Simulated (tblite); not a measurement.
C$_{3}$H$_{9}$B, triplet, at a GFN2-xTB geometry (a higher spin typed on purpose: for a closed-shell molecule this is an excited state); GFN1-xTB (tblite 0.6.0).

Input for tblite:
```
$ tblite run mol.xyz --method gfn1 --charge 0 --spin 2 --efield 0,0,0.1 --json tblite.json --no-restart

# file mol.xyz
13

B      0.05650358     0.39417268     0.34215853
C      1.41954857    -0.13518450    -0.48372115
H      1.23896787    -1.03247355    -1.07187377
H      2.08937162    -0.36474791     0.33933365
H      1.85126810     0.63004949    -1.11693327
C     -0.56583753    -0.64972355     1.37286759
H     -0.79811715    -1.61888125     0.91410609
H     -1.49285218    -0.28887489     1.82201511
H      0.10206547    -0.85538698     2.21126460
C     -0.85670585     0.67333727    -1.03925510
H     -1.79304235     1.01427906    -0.60819344
H     -1.02816575    -0.22719148    -1.62518173
H     -0.43404466     1.44178876    -1.67467795
```

**Question.** What does tblite print? Leave out banner, timings and long lists.

**Answer.** 
```
xTB calculator
 | screened Coulomb repulsion
 | Coulomb electrostatics
 |  * isotropic Klopman-Ohno-Mataga-Nishimoto electrostatics
 |  * onsite third-order electrostatics
 | DFT-D3(BJ) dispersion correction
 | Interactions (1)
 | [1] electric field

halogen bonding energy    0.0000000000000E+00 Eh
repulsion energy          1.8029021778000E-01 Eh
dispersion energy        -3.6471004109316E-03 Eh
interaction energy        0.0000000000000E+00 Eh
number of electrons       2.4000000000000E+01 e
integral cutoff           2.1261634374110E+01 bohr

------------------------------------------------------------
  cycle        total energy    energy error   density error
------------------------------------------------------------
      1     -12.45298388894  -1.2629627E+01   3.5099156E-01
      2     -12.45606514396  -3.0812550E-03   2.0906643E-01
      3     -12.45613270867  -6.7564708E-05   6.9663185E-03
      4     -12.45621649112  -8.3782447E-05   1.4713953E-03
      5     -12.45622257614  -6.0850199E-06   5.3905957E-04
      6     -12.45622371773  -1.1415895E-06   9.7560940E-05
      7     -12.45622372917  -1.1440065E-08   1.2319718E-05
------------------------------------------------------------

electronic energy        -1.2632866846536E+01 Eh
total energy             -1.2456223729167E+01 Eh

Post processing:
 | Mayer-Wiberg bond orders

[Info] JSON dump of results written to 'tblite.json'
```
